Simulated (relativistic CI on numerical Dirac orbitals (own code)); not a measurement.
## Hf46+: sensitivity of the levels to the model

Base calculation: Dirac-Coulomb-Breit CI, orbitals from a KLI potential per configuration, QED by a radiative potential, unscaled Slater integrals.

CI space (outside the closed core [Ne]): 3s2 3p6 3d8, 3s2 3p5 3d9, 3s2 3p4 3d10, 3s 3p6 3d9, 3p6 3d10, 3s 3p5 3d10, 3s2 3p6 3d7 4s, 3s2 3p6 3d7 4p, 3s2 3p4 3d9 4s, 3s2 3p6 3d7 4d, 3s2 3p4 3d9 4p, 3s2 3p5 3d8 4s, 3s2 3p6 3d7 4f, 3s2 3p4 3d9 4d, 3s 3p5 3d9 4s, 3s2 3p5 3d8 4p. Levels of other configurations are missing.

Variants: (1) QED terms removed. Shifts of the energy above 3s2 3p6 3d8 3F_4, in eV, for the lowest level and the first level of each name with at least 55 % of one term (blank where a level changes its place among those of its configuration and J or its character, or is not in the variant):

| Level | Base | Δ(1) |
| --- | --- | --- |
| 3s2 3p6 3d8 3F_4 | 0.00 | 0.00 |
| 3s2 3p6 3d8 3F_3 | 56.81 | -0.15 |
| 3s2 3p6 3d8 3P_1 | 71.01 | -0.15 |
| 3s2 3p6 3d8 1G_4 | 71.51 | -0.15 |
| 3s2 3p6 3d8 3F_2 | 120.47 | -0.31 |
| 3s2 3p5 3d9 3F°_4 | 405.76 | +0.51 |
| 3s2 3p5 3d9 3D°_3 | 430.27 | +0.51 |
| 3s2 3p5 3d9 3P°_0 | 484.62 | +0.36 |
| 3s2 3p5 3d9 3F°_3 | 487.03 | +0.36 |
| 3s2 3p5 3d9 3F°_2 | 738.11 | +0.06 |
| 3s2 3p4 3d10 3P_2 | 841.68 | +1.11 |
| 3s2 3p4 3d10 1S_0 | 864.56 | +1.02 |
| 3s 3p6 3d9 3D_3 | 917.16 | +3.93 |
| 3s 3p6 3d9 3D_2 | 928.20 | +3.83 |
| 3s 3p6 3d9 3D_1 | 976.75 | +3.78 |
| 3s2 3p4 3d10 3P_1 | 1113.89 | +0.72 |
| 3s2 3p4 3d10 1D_2 | 1129.12 | +0.83 |
| 3s 3p5 3d10 3P°_2 | 1324.79 | +4.43 |
| 3s 3p5 3d10 1P°_1 | 1358.62 | +4.42 |
| 3s2 3p4 3d10 3P_0 | 1399.18 | +0.45 |
| 3s2 3p6 3d7 4s 5F_5 | 1541.91 | -1.46 |
| 3s 3p5 3d10 3P°_0 | 1598.23 | +4.14 |

At this charge energies of transitions that change n are usually good to better than 1 %, and those within a shell (Δn = 0) to a few per cent.

Ionisation energy from the two ground configurations alone: base 3984.05 eV. The NIST ASD value (theoretical) is 3984 eV.

LS names give the leading component of a level, which can be under half, so a name can repeat, a term be missing and a line seem to break the LS rules.
